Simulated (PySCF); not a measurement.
GeH₅O₄, SMILES [OH][Ge]([OH])([OH2+])[OH], charge +1.

Geometry: B3LYP-D3(BJ)/def2-SVP. The isomer is the one that the SMILES or the coordinates give; other isomers of the formula were not compared. Other conformers were not sampled.

The numbers are results of B3LYP-D3(BJ)/def2-SVP (PySCF), not measurements.

Frequencies are harmonic and unscaled.

Computed normal modes with their intensities:
```
mode  ν (cm⁻¹)  IR (km/mol)  Raman (Å⁴/amu)  depolarisation  moving atoms (share of kinetic energy)
----  --------  -----------  --------------  --------------  --------------------------------------
1           85         53.7             2.1            0.75                          O 57 %, H 42 %
2          102         49.9             0.4            0.71                          O 54 %, H 45 %
3          205          2.6             0.2            0.73                          O 58 %, H 37 %
4          206         34.4             1.4            0.74                 O 45 %, H 41 %, Ge 14 %
5          226         35.7             1.9            0.75                 O 54 %, H 30 %, Ge 15 %
6          231         33.4             1.6            0.75                 O 61 %, H 22 %, Ge 17 %
7          261         38.9             1.5            0.71                 H 46 %, O 41 %, Ge 13 %
8          312         94.0             0.8            0.74                           H 90 %, O 9 %
9          324         63.9             1.4            0.72                           H 86 %, O 9 %
10         404        344.2             1.2            0.36                          H 71 %, O 28 %
11         450         73.0             2.6            0.16                 O 61 %, H 23 %, Ge 16 %
12         718         10.7             1.7            0.66                          H 79 %, O 21 %
13         722         11.1            21.0            0.03                                  O 96 %
14         803        172.9             1.5            0.66                 O 70 %, Ge 17 %, H 14 %
15         806        220.3             1.8            0.67                 O 63 %, H 19 %, Ge 18 %
16         868          4.2             1.0            0.52                           H 89 %, O 9 %
17         892         98.3             3.0            0.72                  H 75 %, O 16 %, Ge 9 %
18         903         89.6             3.4            0.75                  H 78 %, O 14 %, Ge 8 %
19        1575        123.8             2.4            0.69                           H 91 %, O 9 %
20        3688        236.7            63.3            0.13                                  H 96 %
21        3783         54.7            65.2            0.66                                  H 93 %
22        3784        538.7            22.2            0.44                                  H 93 %
23        3789        231.6            77.7            0.38                                  H 94 %
24        3797        168.5           116.4            0.07                                  H 94 %
```
